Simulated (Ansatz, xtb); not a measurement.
**Isomers of C3H7FOSi2 in order of energy**

3 gas-phase structures of C3H7FOSi2, from a drawn sample of its isomers (lower ones may exist). Each was relaxed with GFN2-xTB; where two conformers were screened, the lower at r2SCAN-D4/def2-SVP//GFN2-xTB is listed:

A. `CC#C[SiH2]O[SiH2]F`, a singlet
B. `CC1=C[Si@H](F)O[SiH2]1`, a singlet
C. `FCC1=C[SiH2]O[SiH2]1`, a singlet

Estimate their order in r2SCAN-D4/def2-SVP//GFN2-xTB energy at these geometries, lowest first.

Calculated order at r2SCAN-D4/def2-SVP//GFN2-xTB: B (0.0), A (31.1), C (52.7) kcal/mol.

Energies above the lowest of each column, in kcal/mol; the last columns are at r2SCAN-D4/def2-SVP geometries:

```
structure  GFN2-xTB  HF/STO-3G  r2SCAN-D4/def2-SVP//GFN2-xTB  r2SCAN-D4/def2-SVP  CCSD(T)/def2-SVP + ΔMP2/def2-TZVPP
        B       0.0        0.0                           0.0                 0.0                                 0.0
        A       7.1       41.3                          31.1                31.1                                26.0
        C      40.9       25.7                          52.7                52.1                                57.2
```

Every level run on B puts it lowest or level with the lowest. Flexible structures stand in one conformer each, not always the lowest. The ΔMP2 step shifts differences by up to 5.0 kcal/mol, which makes them less sure. ΔMP2 is the change of the MP2 energy from the smaller to the larger basis.

Programs: Ansatz 0.2.0, xtb 6.7.1.
